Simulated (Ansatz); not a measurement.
Ansatz (a quantum-chemistry and plane-wave program) input (B2PLYP/def2-TZVPD):

Ansatz 0.2 input:
```yaml
crystal:
  periodic: [false, false, false]
  atoms:
    - {symbol: Ta, position_ang: [-0.00000000, -0.00000000, -0.02360009]}
    - {symbol: H, position_ang: [0.00000000, 0.00000000, 1.72280677]}
basis:
  gaussian:
    orbitals: def2-TZVPD
hamiltonian:
  xc: {name: B2PLYP}
total_charge: -1
magnetization: {spin_polarized: true, initial_magnetization: 3}
correlation: {electrons: outside_noble_gas}
```

End of the output:

```
integrals: 0.01 GiB planned
461 factors; integrals over basis functions are off by at most 8.7e-4 eV
mean field: 0.15 GiB planned
mean field evaluation 1: about -1552.4980 eV, gradient 1.9e1 eV
mean field evaluation 2: about -1552.4693 eV, gradient 1.9e1 eV
mean field evaluation 4: about -1556.4859 eV, gradient 7.8e0 eV
mean field evaluation 8: about -1557.1570 eV, gradient 4.1e-1 eV
mean field evaluation 16: about -1557.1652 eV, gradient 8.2e-3 eV
mean field evaluation 32: about -1557.1652 eV, gradient 9.8e-6 eV
mean field evaluation 64: about -1557.1632 eV, gradient 1.6e-1 eV
mean field -1557.16519453 eV, -57.2247654147 hartree, gradient 9.7e-6 eV, S^2 3.804085; 8 other end points of the search recorded, 0 dependent functions left out
4 core orbitals not correlated
reference -1557.16530459 eV, -57.2247694592 hartree; 5, 2 occupied and 43, 46 virtual orbitals, 461 factors
second order -3.59674810 eV of doubles, -0.00000000 eV of singles
Total energy: -1558.13642658 eV, -57.2604575340 hartree
```

This state (charge -1, quartet) is run at the relaxed geometry of the species with charge 0 and multiplicity 3.
